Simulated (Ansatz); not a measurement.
`C[SeH]` + `BN` → `NB[SeH]` + CH₄  (formal exchange of groups at the Se–C bond)

Calculated with Ansatz (gas phase, PBE0-D4/def2-TZVP geometries, no zero-point term in ΔE). CCSD(T)/CBS adds triple-zeta CCSD(T) − MP2 to the extrapolated MP2 energy (def2 sets, frozen cores). This one scheme is used for every species. DFT in def2-TZVPP. B3LYP here is the variant with VWN-RPA as its local correlation; programs differ in this. For Se outer-core shells are correlated without core-valence functions, which leaves a few kJ/mol of doubt a bond. Scalar relativity is left out up to krypton. Each species was taken in one conformer, which may not be the lowest.

| level | ΔE (kJ/mol) |
| --- | --- |
| PBE0-D4 | -118.6 |
| PBE | -116.1 |
| B3LYP | -111.2 |
| r2SCAN0 | -121.4 |
| LC-ωPBE | -116.0 |
| CCSD/def2-SVP | -120.8 |
| MP2/def2-QZVPP | -119.9 |
| HF/CBS(def2) | -107.6 |

Problem. What does CCSD(T)/CBS give? (Best estimate.)

Solution. Ansatz gave: -116.8 kJ/mol. The listed levels differ from it by -1.8, 0.7, 5.6, -4.6, 0.8, -4.0, -3.1, 9.2 kJ/mol.

Largest T1 diagnostic among the species: 0.012.

From BLYP to BHLYP (50 % exact exchange), in def2-TZVPP and without D4, ΔE moves by −3.3 kJ/mol. Leaving LDA and LC-ωPBE aside and taking each functional with its dispersion term where it has one, the values, not all of them listed here, spread over 10.4 kJ/mol, from r2SCAN-D4 to BLYP-D4. LDA lies −6.9 kJ/mol from PBE without D4.
